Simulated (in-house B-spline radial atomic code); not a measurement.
Radial electron density of the holmium ion Ho²⁺, [He] 2s2 (2p1/2)2 (2p3/2)3 3s2 3p6 3d10 4s2 4p6 4d10 4f11 5s2 5p6 6s1. Method: Dirac-Kohn-Sham PBE0, spherical fractional occupations, Fermi nucleus of rms radius 5.2022 fm. Calculated with a B-spline radial code for spherical atoms.

Caution: exact exchange at fractional occupations of open shells leaves self-interaction of up to several eV.

Columns: r (bohr), 4πr²n(r) (electrons per bohr), bar.

```
0.000732    3.052 #
0.000917    4.416 ##
 0.00115    6.358 ###
 0.00144    9.057 ####
  0.0018    12.74 #####
 0.00225    17.71 #######
 0.00281     24.2 ##########
 0.00352     32.6 #############
 0.00441    42.87 #################
 0.00552    54.67 ######################
 0.00691    67.21 ###########################
 0.00864    78.93 ################################
  0.0108    87.85 ###################################
  0.0135    91.93 #####################################
  0.0169    90.17 ####################################
  0.0212       84 ##################################
  0.0265    78.29 ################################
  0.0332    79.03 ################################
  0.0416    89.11 ####################################
   0.052    102.9 ##########################################
  0.0651      109 ############################################
  0.0815    100.8 #########################################
   0.102    88.92 ####################################
   0.128    91.62 #####################################
    0.16    105.7 ###########################################
     0.2    103.6 ##########################################
    0.25    75.54 ###############################
   0.313    51.68 #####################
   0.392       54 ######################
   0.491    59.73 ########################
   0.614    47.42 ###################
   0.768     28.6 ############
   0.962     17.5 #######
     1.2    12.47 #####
    1.51    7.836 ###
    1.89    3.744 ##
    2.36    1.477 #
    2.95   0.6594 
     3.7   0.3396 
    4.62   0.1344 
    5.79  0.03014 
    7.24 0.003351 
    9.07 0.0001518 
    11.3 2.604e-06
```

On this grid the curve has 4 maxima, near 0.0135, 0.0651, 0.16, 0.491 bohr.

The 2p1/2 radial function P(r) = rR(r), positive near the nucleus, with its small component Q(r) (sign convention: Q ≈ (P' + κP/r)/2c):

```
r (bohr)         P           Q
0.000299   0.01158     0.04182
0.000468    0.0185     0.06145
0.000732   0.02967     0.08976
 0.00115   0.04884      0.1306
  0.0018   0.08252      0.1873
 0.00281    0.1437      0.2636
 0.00441    0.2596      0.3624
 0.00691    0.4758       0.477
  0.0108    0.8635      0.5864
  0.0169     1.507      0.6482
  0.0265     2.412      0.6009
  0.0416     3.295      0.4082
  0.0651     3.475      0.1417
   0.102      2.45    -0.03246
    0.16     0.928    -0.04367
    0.25    0.1404   -0.009433
   0.392  0.005126  -0.0004053
```
